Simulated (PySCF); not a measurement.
Input of a response calculation (the driver script's job line, then coordinates in Å):

```
{"job": {"kind": "uv", "xc": "wB97X-D", "basis": "def2-SVPD", "nstates": 8, "ntriplets": 3}, "charge": 1, "multiplicity": 1}
F      1.006761     2.564673    -0.189522
C      0.558735     1.327829    -0.089445
C     -0.758266     1.053602    -0.366183
C     -1.250697    -0.310571    -0.256736
C     -0.290010    -1.325329     0.149193
C      1.016755    -1.002378     0.417696
C      1.450811     0.318153     0.302490
H     -1.427792     1.849623    -0.663228
H     -2.134093    -0.339749     0.408012
H     -1.743229    -0.610704    -1.200290
H     -0.631346    -2.347371     0.236813
H      1.720001    -1.764308     0.719753
H      2.477981     0.587017     0.513718
```

The program printed:

```
coarse grid: 11328 points
cycle   1  E = -331.3219184747  dE =  1.717e+00  |g| = 5.018e-01  |ddm| = 8.185e+00
cycle   2  E = -331.3355660514  dE = -1.365e-02  |g| = 5.350e-01  |ddm| = 1.754e+00
cycle   3  E = -331.3833851310  dE = -4.782e-02  |g| = 6.393e-02  |ddm| = 9.059e-01
cycle   4  E = -331.3840968415  dE = -7.117e-04  |g| = 2.088e-02  |ddm| = 3.438e-01
cycle   5  E = -331.3842039099  dE = -1.071e-04  |g| = 7.686e-03  |ddm| = 1.010e-01
cycle   6  E = -331.3842195257  dE = -1.562e-05  |g| = 1.653e-03  |ddm| = 3.179e-02
cycle   7  E = -331.3842209461  dE = -1.420e-06  |g| = 7.676e-04  |ddm| = 1.084e-02
final grid: 111088 points
cycle   8  E = -331.4328828565  dE = -9.621e-05  |g| = 5.149e-03  |ddm| = 4.137e-01
cycle   9  E = -331.4328842349  dE = -1.378e-06  |g| = 5.387e-03  |ddm| = 4.982e-02
cycle  10  E = -331.4328889224  dE = -4.687e-06  |g| = 4.700e-04  |ddm| = 8.655e-03
cycle  11  E = -331.4328889860  dE = -6.362e-08  |g| = 3.113e-04  |ddm| = 4.831e-03
cycle  12  E = -331.4328890094  dE = -2.342e-08  |g| = 4.048e-05  |ddm| = 1.275e-03
cycle  13  E = -331.4328890105  dE = -1.010e-09  |g| = 2.849e-05  |ddm| = 2.365e-04
cycle  14  E = -331.4328890108  dE = -3.151e-10  |g| = 5.468e-06  |ddm| = 1.052e-04
converged SCF energy = -331.4328890108

Static polarisability (au): isotropic 63.784, principal 38.698 75.341 77.312

Singlet excitations
state   eV       nm        f      main configurations
  1   3.8112    325.3   0.10482   H->L 0.98
  2   5.3063    233.7   0.00201   H-2->L 0.96
  3   5.6241    220.5   0.08842   H-1->L 0.86, H->L+1 0.13
  4   6.0352    205.4   0.00218   H-3->L 0.95
  5   6.9135    179.3   0.00131   H-4->L 0.90
  6   7.1108    174.4   0.40914   H->L+1 0.83, H-1->L 0.12
  7   7.5285    164.7   0.00000   H-5->L 0.91
  8   8.1849    151.5   0.00312   H-7->L 0.47, H-2->L+1 0.43

Triplet excitations (Tamm-Dancoff, eV): 2.0605 3.8497 4.7933
```

Computed with TDDFT wB97X-D/def2-SVPD, vertical, gas phase, core orbitals frozen in the response (PySCF). Geometry: GFN2-xTB; no solvent, vibrations or thermal averaging.

Problem. How many basis functions and electrons does this run hold?

Solution. 191 basis functions for 50 electrons in 25 doubly occupied orbitals.

Problem. What is the polarisability anisotropy, √(½[(α1 − α2)² + (α2 − α3)² + (α3 − α1)²])?

Solution. 37.67 au.

Problem. What is the total energy of state 1 at this geometry?

Solution. -331.43289 + 0.14006 = -331.29283 hartree.

Problem. What transition dipole goes with state 6?

Solution. |μ|² = 3f / (2ΔE) = 3 × 0.4091 / (2 × 0.2613) ≈ 2.349 au, so |μ| = 3.90 D.

Problem. What share of the summed oscillator strength falls to the strongest level in this window?

Solution. State 6 at 174 nm: 0.4091 of 0.6110, or 67%.

Problem. Which species is it?

Solution. `FC1=CC[CH+]C=C1` ([C6H6F]+), point group Cs.

The SCF starts on a coarse grid; the energy jumps when the final grid takes over, and dE counts afresh there. H and L stand for HOMO and LUMO.

The pairwise dispersion term of wB97X-D wasn't added to the energies; at a given geometry it leaves orbitals and properties as they are.
